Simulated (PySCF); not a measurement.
C2H4FNOSi, SMILES N#C[C@@H](F)[SiH2]O.

The structure is a stationary point at ωB97X-D3(BJ)/def2-SVP. The structure was generated by enumeration; whether it is a known compound was not checked. The values are those of a single conformer.

Computed with PySCF with TDDFT-PBE/def2-SVPD.

Vertical excitations. Isolated molecule, no solvent.

### Question
Estimate the UV-visible absorptions. (Estimate from the structure and the level; the computed values follow.)

### Answer

```csv
state,energy (eV),λ (nm),f,main pairs
S1,5.62,221,0.012,HOMO→LUMO 98 %
S2,6.40,194,0.007,HOMO−1→LUMO 94 %
S3,6.52,190,0.005,HOMO→LUMO+1 90 %
S4,6.83,182,0.004,HOMO−2→LUMO 82 %
S5,7.05,176,0.012,"HOMO→LUMO+2 66 %, HOMO−3→LUMO 24 %"
S6,7.16,173,0.007,"HOMO−4→LUMO 34 %, HOMO−3→LUMO 23 %, HOMO→LUMO+3 22 %, HOMO−2→LUMO 10 %"
S7,7.21,172,0.019,"HOMO→LUMO+3 70 %, HOMO−4→LUMO 11 %"
S8,7.30,170,0.002,"HOMO−1→LUMO+1 62 %, HOMO−4→LUMO 23 %"
S9,7.44,167,0.001,HOMO−5→LUMO 84 %
S10,7.61,163,0.126,"HOMO−1→LUMO+1 17 %, HOMO−3→LUMO+1 15 %, HOMO−3→LUMO 12 %, HOMO→LUMO+2 11 %"
T1,5.20,238,0,HOMO→LUMO 97 %
T2,5.95,208,0,"HOMO−3→LUMO 45 %, HOMO→LUMO+1 15 %, HOMO−1→LUMO 10 %, HOMO−4→LUMO 8 %"
T3,6.16,201,0,"HOMO→LUMO+1 62 %, HOMO−1→LUMO 20 %"
T4,6.20,200,0,"HOMO−1→LUMO 56 %, HOMO−2→LUMO 16 %, HOMO−3→LUMO 14 %, HOMO→LUMO+1 9 %"
```
Triplets are in the Tamm–Dancoff approximation, which puts them higher than full response would, so one can lie above its singlet here.
